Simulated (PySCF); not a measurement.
C₂H₆BClFN, SMILES ClB(N(C)C)F.

Geometry optimised at B3LYP-D3(BJ)/def2-SVP. The values are those of a single conformer.

Calculation: TDDFT-CAM-B3LYP/def2-SVPD run with PySCF 2.14.0.

Vertical excitations. The molecule is in vacuum. State labels are in the subgroup Cs.

### Question
Estimate the UV-visible absorptions. (Estimate from the structure and the level; the computed values follow.)

### Answer

| state | symmetry | energy (eV) | λ (nm) | f | main pairs |
|---|---|---|---|---|---|
| S1 | A" | 6.77 | 183 | 0.014 | HOMO→LUMO 94 % |
| S2 | A' | 7.66 | 162 | 0.363 | HOMO→LUMO+3 96 % |
| S3 | A" | 7.88 | 157 | 0.014 | HOMO→LUMO+1 91 % |
| S4 | A" | 8.04 | 154 | 0.005 | HOMO→LUMO+2 93 % |
| S5 | A' | 8.44 | 147 | 0.068 | HOMO−1→LUMO 79 %, HOMO−1→LUMO+1 13 % |
| S6 | A" | 8.45 | 147 | 0.000 | HOMO−1→LUMO+3 90 % |
| S7 | A" | 8.64 | 144 | 0.013 | HOMO→LUMO+4 49 %, HOMO→LUMO+7 30 % |
| S8 | A' | 8.90 | 139 | 0.026 | HOMO→LUMO+5 82 % |
| S9 | A" | 8.96 | 138 | 0.046 | HOMO−2→LUMO 46 %, HOMO→LUMO+7 24 %, HOMO−2→LUMO+1 11 %, HOMO→LUMO+6 8 % |
| S10 | A" | 9.15 | 136 | 0.007 | HOMO→LUMO+9 30 %, HOMO→LUMO+6 19 %, HOMO−2→LUMO 18 %, HOMO→LUMO+4 17 % |
| T1 | A' | 6.10 | 203 | 0 | HOMO→LUMO+3 89 % |
| T2 | A" | 6.64 | 187 | 0 | HOMO→LUMO 91 % |
| T3 | A" | 7.71 | 161 | 0 | HOMO→LUMO+1 87 % |
| T4 | A" | 7.90 | 157 | 0 | HOMO→LUMO+2 89 % |
Triplets are in the Tamm–Dancoff approximation, which puts them higher than full response would, so one can lie above its singlet here.
